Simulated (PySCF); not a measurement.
C6H10S2Si, SMILES s1cccc1[SiH2]CSC at its GFN2-xTB optimised geometry (Å):

```
19

C      2.3803    -0.1388    -1.4864
S      2.0396    -1.1174     0.0000
C      0.2186    -1.1174     0.0000
Si    -0.6253     0.5933     0.0000
C      0.1770     1.7049     1.2698
C      1.1579     1.4523     2.1854
C      1.4803     2.5627     2.9927
C      0.7377     3.6576     2.6875
S     -0.3674     3.3513     1.4090
H      2.1075     0.8988    -1.3149
H      1.8235    -0.5508    -2.3232
H      3.4465    -0.2182    -1.6733
H     -0.0452    -1.6745     0.8965
H     -0.1052    -1.7049    -0.8581
H     -0.5203     1.2054    -1.3317
H     -2.0396     0.3710     0.3215
H      1.6428     0.4960     2.2691
H      2.2305     2.5452     3.7631
H      0.7691     4.6322     3.1331
```

Calculation: CAM-B3LYP/def2-SVP in PySCF. Cells within 0.4 Å of a nucleus heavier than hydrogen are left out (blank, or x).

Map of the electrostatic potential (hartree/e), clipped to [-0.08, 0.12] on the plane z = 0.0 Å:

```
|22222222222221111111222222222|
|22222222222222211111122222222|
|22222222222333321111122222222|
|22222222233455422111112222222|
|22222222334566532111112222222|
|22222223345676532111112222222|
|22222223345676542211112222222|
|22222233457887643211112222222|
|22222233579999964221222222222|
|22222234699999996322222222222|
|22222234899999999532222222222|
|222223489999x9999643222222222|
|22222389999xxx999743322222222|
|222224999999x9999755543322222|
|22222379999999999889998543222|
|22222346799999999999999964322|
|22222233469999999999999995322|
|22222223346999xx9999xx9995322|
|22222223344799xx9999xx9995322|
|22222223334599999999999973222|
|22222223333469999999999832122|
|22222223333345776568974111112|
|22222223333333433322100000111|
|22222223333333332211000001111|
|22222222333333222211000001112|
|22222222223222222211111111112|
|22222222222222222221111111122|
|22222222222222222222111111222|
|22222222222222222222222222222|
```
Scale: ten equal steps from -0.044 (start of '0') to 0.120 (end of '9'), in the order '0123456789'; x runs from -4.50 to 4.50, y from -4.50 (bottom) to 4.50 (top).
